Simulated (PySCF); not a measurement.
r2SCAN on P (phosphorus, neutral), [Ne] 3s2 3p2 3d1, one real determinant (an excited configuration). Calculation: PySCF 2.14, in dyall-acv3z (19s12p6d4f, 113 functions); scalar relativity by spin-free X2C-1e.

```
cycle= 1 E= -341.738483045228  delta_E= -0.00781  |g|= 0.0151  |ddm|= 0.459
cycle= 2 E= -341.738379312637  delta_E= 0.000104  |g|= 0.00731  |ddm|= 0.202
cycle= 3 E= -341.738263563527  delta_E= 0.000116  |g|= 0.00169  |ddm|= 0.102
cycle= 4 E= -341.738259468104  delta_E= 4.1e-06  |g|= 0.000332  |ddm|= 0.0151
cycle= 5 E= -341.738259549667  delta_E= -8.16e-08  |g|= 7.63e-05  |ddm|= 0.00312
cycle= 6 E= -341.738259556979  delta_E= -7.31e-09  |g|= 2.81e-05  |ddm|= 0.000714
cycle= 7 E= -341.738259556045  delta_E= 9.34e-10  |g|= 3.31e-06  |ddm|= 0.000383
converged SCF energy = -341.738259556045  <S^2> = 3.7523632  2S+1 = 4.0011815
```

Highest occupied orbital energy: 0.586 eV; ⟨L²⟩ = 7.95; populations by l: s 6.01, p 8.00, d 0.99, f 0.00.

Problem. Can this result be used?

Solution. Not for this state. Self-consistency was reached. ⟨L²⟩ = 7.95 against 12 for a pure F term, so this real determinant mixes terms. The outer electron is Rydberg-like, and this basis confines it to a smaller radius and binds it less than a complete one would. At r2SCAN the highest occupied level has a positive energy, so only the finite basis holds that electron; for this excited configuration the basis is too tight for the outer shell.
